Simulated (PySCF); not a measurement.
## From orbital energies to excitation energies

Species: F2H5PSi2.
Bonds: F1–Si2, Si2–F3, Si2–Si4, Si4–P5. Hydrogens: H6 on Si2; H7, H8 on Si4; H9, H10 on P5.

Computed with PySCF 2.14.0, density-fitted response routines, TDDFT B3LYP/def2-SVPD, vertical, gas phase, core orbitals frozen in the response. Geometry: GFN2-xTB, one conformer, isolated molecule. Torsions of this conformer, `[F:1][SiH:2]([F:3])[SiH2:4][PH2:5]`: F1–Si2–Si4–P5 54°, H–P5–Si4–Si2 -46°, H–P5–Si4–Si2 47°.

Orbital energies (eV): HOMO-3 -10.00, HOMO-2 -9.54, HOMO-1 -9.06, HOMO -7.60, LUMO -1.26, LUMO+1 -0.90, LUMO+2 -0.18.

Computed singlets:

```json
{"state": "S1", "E (eV)": "5.79", "f": "0.302"}
{"state": "S2", "E (eV)": "5.83", "f": "0.0001"}
{"state": "S3", "E (eV)": "6.60", "f": "0.046"}
{"state": "S4", "E (eV)": "6.65", "f": "0.012"}
{"state": "S5", "E (eV)": "6.96", "f": "0.013"}
{"state": "S6", "E (eV)": "7.16", "f": "0.0093"}
{"state": "S7", "E (eV)": "7.19", "f": "0.037"}
{"state": "S8", "E (eV)": "7.45", "f": "0.204"}
```

**Question.** Which orbital pair leads each of S1, S2, S3, S5, S6 and S8, and how does its energy difference Δε compare with the excitation energy?

**Answer.** 

```json
{"state": "S1", "leading configuration": "HOMO→LUMO", "weight": "0.91", "Δε (eV)": "6.34", "E (eV)": "5.79", "E − Δε (eV)": "-0.55", "f": "0.302", "other configurations": "–"}
{"state": "S2", "leading configuration": "HOMO→LUMO+1", "weight": "0.99", "Δε (eV)": "6.70", "E (eV)": "5.83", "E − Δε (eV)": "-0.86", "f": "0.0001", "other configurations": "–"}
{"state": "S3", "leading configuration": "HOMO→LUMO+2", "weight": "0.92", "Δε (eV)": "7.42", "E (eV)": "6.60", "E − Δε (eV)": "-0.82", "f": "0.046", "other configurations": "–"}
{"state": "S5", "leading configuration": "HOMO-1→LUMO", "weight": "0.75", "Δε (eV)": "7.79", "E (eV)": "6.96", "E − Δε (eV)": "-0.84", "f": "0.013", "other configurations": "H→L+4 (20%)"}
{"state": "S6", "leading configuration": "HOMO-1→LUMO+1", "weight": "0.93", "Δε (eV)": "8.16", "E (eV)": "7.16", "E − Δε (eV)": "-1.00", "f": "0.0093", "other configurations": "–"}
{"state": "S8", "leading configuration": "HOMO-2→LUMO", "weight": "0.85", "Δε (eV)": "8.28", "E (eV)": "7.45", "E − Δε (eV)": "-0.83", "f": "0.204", "other configurations": "–"}
```

E − Δε runs from -1.00 to -0.55 eV. Among themselves, these states come in the order of their orbital differences.

H and L stand for HOMO and LUMO. The other states: S4 6.65 eV, f 0.012, H→L+3 (97%); S7 7.19 eV, f 0.037, H→L+4 (68%), H-1→L (14%), H-2→L (9%).

**Question.** Which computed triplets share their leading configuration (75% or more) with a singlet, and how far apart are the partners?

**Answer.** 

```csv
configuration,triplet,E(T) (eV),singlet,E(S) (eV),E(S) − E(T) (eV)
HOMO→LUMO,T1,4.77,S1,5.79,+1.02
HOMO→LUMO+1,T2,5.43,S2,5.83,+0.41
```

The 3 triplets are Tamm–Dancoff values, the singlets full response.

Summed over the main configurations (up to three a state, each over 8%) of all 8 singlets, the electron leaves HOMO with weight 4.67, HOMO-1 with weight 1.83 and HOMO-2 with weight 0.94.

The run took 14 s wall on an Intel Xeon Platinum 8488C with one thread, shared host with 96 logical CPUs at a one-minute load of 23, and the process peaked at 0.67 GiB of memory.
